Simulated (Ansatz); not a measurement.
BaS (SMILES [S][Ba]): the vertical energy of the triplet above the singlet from total energies

BaS: 2 atoms, total charge 0, spin state singlet. As SMILES, `[S][Ba]`. The bond length is the measured one.

```jsonl
{"atom": "S", "x (Å)": "0.0000", "y (Å)": "0.0000", "z (Å)": "0.0000"}
{"atom": "Ba", "x (Å)": "0.0000", "y (Å)": "0.0000", "z (Å)": "2.5074"}
```

Both states at this one shape; open shells run unrestricted unless said. 1 Eh = 27.2114 eV.

| level | program | singlet BaS (Eh) | triplet BaS (Eh) |
| --- | --- | --- | --- |
| PBE0/def2-TZVP (core potential) | Ansatz | -423.585731 | -423.521717 |
| CCSD(T)/def2-TZVP (core potential), 5 core orbitals frozen | Ansatz | -423.063426 | -423.004747 |

Problem. Work out the vertical gap, second state less first, at each level.

Solution. 
1. PBE0/def2-TZVP (core potential): -423.521717 − (-423.585731) = 0.064014 Eh = 1.74 eV.
2. CCSD(T)/def2-TZVP (core potential): -423.004747 − (-423.063426) = 0.058679 Eh = 1.60 eV.

No measured value is set beside it here; the levels span 1.60 to 1.74 eV. Spin-orbit coupling, which splits open shells on such heavy atoms by tenths of an eV, is left out.
